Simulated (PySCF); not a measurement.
# ScBr at PBEsol

Level: PBEsol. Sc def2-TZVPP, Br def2-TZVPP; no relativity (PySCF 2.14).

For ScBr, the state is ³Δ (triplet), unpaired electrons σ ↑, δ ↑. The bond length is 2.431 Å and the harmonic wavenumber is 313 cm⁻¹. The force constant is 1.66 mdyn/Å, the rotational constant Be is 0.09958 cm⁻¹ and the anharmonicity ωexe is 0.918 cm⁻¹. The vibration–rotation constant αe is 0.000416 cm⁻¹ and the well depth De to Sc (3d1 4s2) + Br is 4.66 eV. The dissociation energy D0 is 4.64 eV, the bond order (Mayer) is 1.35 and the dipole moment (positive dipole means Sc(−)Br(+)) is -3.66 D.

The metal atom is held in its measured ground configuration; semilocal functionals can put another filling of s and d lower by some tenths of an eV, and De to that atom would be smaller. Spin–orbit coupling is left out. With d or f electrons several states lie close, and the lowest PBE0 determinant need not be the measured ground state.
